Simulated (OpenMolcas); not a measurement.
Mo3+ with 6 ligands (chloride) in octahedral coordination (Oh) at 2.45 Å. A charge of +0.5 e stands 2.6 Å behind each ligand. Ligand basis ANO-RCC-VDZP.
```
Mo    0.0000    0.0000    0.0000
Cl    2.4500    0.0000    0.0000
Cl    0.0000    2.4500    0.0000
Cl   -2.4500    0.0000    0.0000
Cl    0.0000   -2.4500    0.0000
Cl    0.0000    0.0000    2.4500
Cl    0.0000    0.0000   -2.4500
```

```json
{
  "Program": "OpenMolcas",
  "Method": "SS-CASPT2, IPEA 0.25 Eh, imaginary shift 0.1 Eh (closed shells correlated: 4s 4p and the ligand valence shells)",
  "Basis": "ANO-RCC-VDZP [6s5p3d1f]",
  "Scalar Hamiltonian": "DKH2, point nucleus",
  "Active space": "3 electrons in 5 orbitals (4d)",
  "State averaging": "2S+1 = 4 even, 10 roots; 2S+1 = 2 even, 40 roots",
  "Spin-orbit coupling": "RASSI with atomic mean-field integrals over the reference wave functions"
}
```

(1) What is the spin-free ground state (labels of O, the rotations of Oh)?

(2) Where is the first state of the same spin?

(3) What are the lowest two levels with spin-orbit coupling?

(4) What is χT at 300 K, and how does it compare with the textbook value?

(5) Which ligand-field parameters describe the states?

## Answers

(1) 4A2, 1-fold in its orbital part; it has the highest spin that d3 allows.

(2) 4T2 at 19100 cm-1 above the ground state.

(3) A 4-fold level Γ8, then a 4-fold level Γ8 10150 cm-1 above it. Their leading multiplicities are 4 (100 %) and 2 (99 %).

(4) The lowest level has 2S+1 = 4, for which the spin-only value is χT = S(S+1) / 2 = 1.875 cm3 K/mol (g = 2). The computed 1.759 at 300 K differs by -0.116, through orbital momentum, spin-orbit coupling and any other state in reach.

(5) A least-squares ligand-field fit to the states below 45000 cm-1, each weighted by its degeneracy and with a free common offset, gives 10Dq = 18588 cm-1, B = 485 cm-1 and C = 2006 cm-1 (C/B = 4.13), with an rms deviation of 408 cm-1. The same method and metal basis give the free ion B = 685 cm-1 (fit to its terms below 60000 cm-1, rms deviation 401 cm-1), so the nephelauxetic ratio is β = 485 / 685 = 0.71; it hangs on how both fits weigh the states, and computed free-ion B values tend to be too large, so β mixes covalency with correlation.

Roots that are degenerate in the reference are averaged as groups; the widest CASPT2 spread within a group is 600 cm-1 (the 3-fold group of multiplicity 2 near 47600 cm-1 above the lowest state of its run). Shifts and gaps below about the spread of the groups concerned are not significant. Over all roots computed the reference weight is 0.66; a low but even weight reflects the number of correlated electrons. The least metal-like active orbital is 78 % on the metal (Löwdin) and no ligand orbital is active, so the numbers are rough. Ligand-to-metal charge-transfer states are missing. With no ligand orbital active B as a rule stays too high, so bands that hang on it stand too high and its fall with covalency is understated. With one d shell and no ligand orbital active, 10Dq can be off by a tenth or more. No measured value stands beside these numbers; the geometry was imposed, not optimised, and the real ion may take another.
